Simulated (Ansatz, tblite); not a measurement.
Forces on As₆⁺ at its PBE-D4/def2-SVP geometry. Charge 1, multiplicity 2.

The xTB rows come from tblite. Another isomer (doublet) lies 0.84 eV lower at PBE0-D4/def2-SVP; other spin states weren't run for this one.

GFN1-xTB (tblite), largest force 1.34 eV/Å:

```xyz
6
positions Å, forces eV/Å
As    0.776   -1.684   -2.080   -0.130   -0.429    1.268
As   -1.421    2.200    1.727    0.831   -0.080   -1.034
As   -0.569   -1.258   -0.104    1.061    0.073   -0.223
As    0.475    0.897    0.942   -0.991    0.196   -0.401
As    1.244   -2.876   -0.160   -0.626    0.866   -0.790
As   -0.505    2.721   -0.326   -0.146   -0.627    1.181
```

GFN2-xTB (tblite), largest force 1.07 eV/Å:

```
As -0.035 -0.345 0.968
As 0.645 -0.055 -0.856
As 0.413 -0.496 -0.383
As -0.372 0.652 0.024
As -0.475 0.706 -0.654
As -0.176 -0.462 0.902
```

PBE-D4/def2-SVP (Ansatz), largest force 0.01 eV/Å:

```
As 0.001 -0.001 0.006
As 0.001 0.003 -0.004
As 0.002 0.004 0.002
As -0.001 -0.004 -0.002
As 0.000 0.001 -0.005
As -0.002 -0.004 0.004
```
